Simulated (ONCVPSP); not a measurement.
**mercury (Hg), ONCV: configuration errors across variants**

| Item | Value |
| --- | --- |
| Element | mercury |
| Generator | ONCVPSP 4.0.1 |
| Type | optimised norm-conserving Vanderbilt (ONCV) |
| Functional | PW91 |
| Relativity | scalar-relativistic |
| Frozen core | [Xe] 4f14 |
| Valence charge | 12 |
| Reference configuration | 5d10 6s2 |
| Partial waves | 6s: rc 2.40 bohr, ncon 3, nbas 7, qcut 2.4 1/bohr, 3 projectors, debl 3 Ha; p scattering state at 0.08 Ha: rc 2.55 bohr, ncon 3, nbas 6, qcut 3.9 1/bohr, 2 projectors, debl 2 Ha; 5d: rc 1.75 bohr, ncon 5, nbas 10, qcut 10.3 1/bohr, local |
| Local potential | the d channel |
| Core correction | Teter function, fcfact 3.75, rcfact 1.15 |

In the p channel the program set the typed energies aside and used 0.050, 2.050 Ha.

All-electron excitation energies from the reference (eV): (1) 5d10 6s1 10.771; (2) 5d10 6s0 29.843; (3) 5d9 6s0 65.451; (4) 5d10 6s1.5 4.396.

Errors AE − PS in meV (a dash: test not solved or not reliable):

| change | (1) | (2) | (3) | (4) | bound ghosts | GHOST(+) flags above zero |
| --- | --- | --- | --- | --- | --- | --- |
| base | -2.2 | -7.3 | -94 | -0.7 | none | s, p |
| core correction Teter function, fcfact 1.4, rcfact 1.15 | -1.7 | -4.8 | -91 | -0.6 | none | s, p |
| core correction Teter function, fcfact 2.5, rcfact 1.15 | -2.0 | -6.6 | -93 | -0.7 | none | s, p |
| core correction Teter function, fcfact 2.9, rcfact 1.15 | -2.1 | -6.7 | -93 | -0.7 | none | s, p |
| core correction Teter function, fcfact 4.2, rcfact 1.15 | -2.3 | -7.8 | -95 | -0.7 | none | s, p |
| core correction Teter function, fcfact 5.1, rcfact 1.15 | -2.4 | -8.7 | -96 | -0.8 | none | s, p |
| core correction Teter function, fcfact 6, rcfact 1.15 | -2.6 | -9.5 | -98 | -0.8 | none | s, p |
| core correction Teter function, fcfact 7.7, rcfact 1.15 | -2.8 | -11 | -101 | -0.8 | none | s, p |

Problem. Give the same row for: core correction Teter function, fcfact 6.7, rcfact 1.15.

Solution. -2.7, -10, -99, -0.8; bound ghosts: none; GHOST(+) flags above zero: s, p.
